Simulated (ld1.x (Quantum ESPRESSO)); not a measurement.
**Configuration tests for Hf (TM)**

| Property | Result |
| --- | --- |
| Element | Hf (Z = 72) |
| Generator | ld1.x (Quantum ESPRESSO) 7.5 |
| Type | norm-conserving Troullier–Martins (Kleinman–Bylander form) |
| Functional | PBEsol |
| Relativity | scalar-relativistic |
| Frozen core | [Xe] 4f14 |
| Valence charge | 4 |
| Reference configuration | 5d2 6s1.75 6p0.25 |
| Partial waves | 6s (bound): rc 3.10 bohr; 6p (bound): rc 3.25 bohr; 5d (bound): rc 2.65 bohr |
| Local potential | all-electron potential smoothed inside 3.05 bohr (lloc = -1) |
| Core correction | none |

Energies are relative to the spin-unpolarised reference configuration 5d2 6s1.75 6p0.25; without spin polarisation the order of configurations can differ from experiment.

(1) Give the all-electron excitation energy and the error of the potential for: 5d2 6s2 6p0; 5d2 6s1 6p0; 5d2 6s0 6p0; 5d2.5 6s1.5 6p0; 5d1 6s2 6p1; 5d2 6s0 6p1; 5d1 6s0 6p0.

Levels in the configuration 5d2 6s0 6p0:

| level | all-electron (eV) | pseudo (eV) |
| --- | --- | --- |
| 5d | -16.693 | -16.696 |

## Answers

(1)

```
valence configuration  charge  ΔE all-electron (eV)  error AE − PS (meV)
          5d2 6s2 6p0       0                -0.946                 +0.1
          5d2 6s1 6p0      +1                 7.062                 -7.3
          5d2 6s0 6p0      +2                21.225                 +8.6
      5d2.5 6s1.5 6p0       0                 0.309                 +0.3
          5d1 6s2 6p1       0                 1.061                  +35
          5d2 6s0 6p1      +1                11.777                 +4.8
          5d1 6s0 6p0      +3                42.999                 +114
```

ld1.x printed “convergence not achieved” for 4 of the counted tests; their residual had stalled under 1e-8, short of the target of 1e-14.
